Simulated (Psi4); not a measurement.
Here is a job for Psi4.
```
memory 2 GB

molecule {
0 1
  Si   -0.25781853    0.11561357    0.69927516
  C     0.74714689    1.26727629   -0.47256628
  H     0.92573921    2.24312512   -0.02482989
  H     0.22513318    1.43369211   -1.41547096
  H     1.72091760    0.83786826   -0.71036843
  C    -0.40578857   -1.42035160   -0.45329187
  H     0.57448304   -1.79226401   -0.75330936
  H    -0.95623279   -1.18077588   -1.36366825
  H    -0.92873070   -2.24178365    0.03294363
}

set basis def2-svp

energy('m06-2x')
print_variables()
```

What does this run give for the dipole moment, total energy, nuclear repulsion energy, number of basis functions?


| Property | Result |
|---|---|
| dipole moment | 1.22 D |
| total energy | -369.0457 Eh |
| nuclear repulsion energy | 96.5075 Eh |
| number of basis functions | 76 |

Roughly what does it cost on one core?

very roughly 14 core-seconds.
